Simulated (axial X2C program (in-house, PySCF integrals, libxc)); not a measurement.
## Nuclear properties of TeH⁺

Computed with an in-house all-electron X2C program for linear molecules (integrals from PySCF): two-component X2C with atomic mean-field Coulomb and Gaunt terms, Gaussian nuclei, basis Te dyall-cv3z, H dyall-v3z with contracted cores.

R = 1.675 Å (near the PBE0 minimum at charge 1 of the determinant lowest at the starting distance; the state shown can have its own minimum elsewhere).

Input and command:
```json
{"zs": [52, 1], "q": 1, "bas": ["dyall-cv3z", "dyall-v3z"], "r0": 1.68, "levels": ["PBE0", "HF", "PBE50", "LDA", "TPSSh"], "nst": 3}
```
```bash
python soeom.py task.json out
```

Keys: zs atomic numbers; q charge; bas basis sets; r0 starting distance in Å; levels methods; nst determinants followed.

Determinant lowest in the PBE0 search, Ω = 1 (⟨Sz⟩ = 0.99, ⟨Lz⟩ = 0.01 at PBE0), spin on the atoms Te 1.04, H -0.04:

```csv
level,Eeff magnitude (GV/cm),Ws magnitude Te (kHz),A∥/gI Te (MHz),qzz Te (a.u.),A∥/gI H (MHz),qzz H (a.u.)
PBE0,0.598,0.412,-1230,-3.23,-10.2,0.12
HF,1.93,1.09,-995,-3.04,-15.3,0.12
PBE50,0.0933,0.114,-1160,-3.22,-10.7,0.11
LDA,2,1.24,-1230,-3.63,-7.59,0.11
TPSSh,0.31,0.247,-1190,-3.01,-9.38,0.12
```

Determinant 0.45 eV from it at PBE0 and this distance, Ω = 0 (closed shell), highest spinor 96% Te p, 2% H p:

```tsv
level	qzz Te (a.u.)	qzz H (a.u.)
PBE0	-2.47	0.12
HF	-2.43	0.12
PBE50	-2.51	0.11
LDA	-2.78	0.11
TPSSh	-2.24	0.12
```

Eeff is the effective electric field on the electron electric dipole moment in this Ω state and Ws the scalar–pseudoscalar constant of the nucleus named (defined with the proton number Z and per Ω); A∥ (defined per Ω) follows by multiplying with gI = μI/(I μN); qzz is the electric field gradient, eQq0 = 234.96 MHz × Q/barn × qzz. The operators were transformed with the bare-nucleus X2C matrices; with these basis sets, hyperfine constants and field gradients can be off by tens of per cent, and where levels differ in sign neither size nor sign is settled.

Q: With gI(125Te) = -1.7770 (g factors from the IAEA table of nuclear moments by Stone), turn the PBE0 values of the first state into constants in MHz.

A: A∥(125Te) = -1230 × -1.7770 = 2190 MHz.

Each state is one determinant with collinear spin, which with several unpaired electrons need not be a pure state. Unrestricted Hartree–Fock can overshoot spin polarisation at the nuclei. In the state Ω = 1 the sign of Eeff differs between levels (HF against PBE0). A closed determinant beside an open π² or δ² triplet, such as (π1/2)², mixes with its partner pair into the 0⁺ component of the triplet and ¹Σ⁺, so its energy is not that of a level, and 0⁺ can lie lowest. With several open shells hyperfine constants can be off by a factor of several. Where Eeff spreads by more than a factor of two the levels disagree and none is to be relied on. Open-shell Ω = 0 determinants with evenly filled partner blocks cannot be reached by this program, so the Ω shown need not be the lowest component. States lie within half an eV, so the first need not be the ground state. The sign of Ws at Te differs between levels in the first state. Further determinants of the search, some of them spin-mixed, are not shown. Where a field gradient or hyperfine factor spreads by more than a factor of two over the levels, a constant derived from it is not to be relied on. PBE0 term energies can be off by some tenths of an eV.
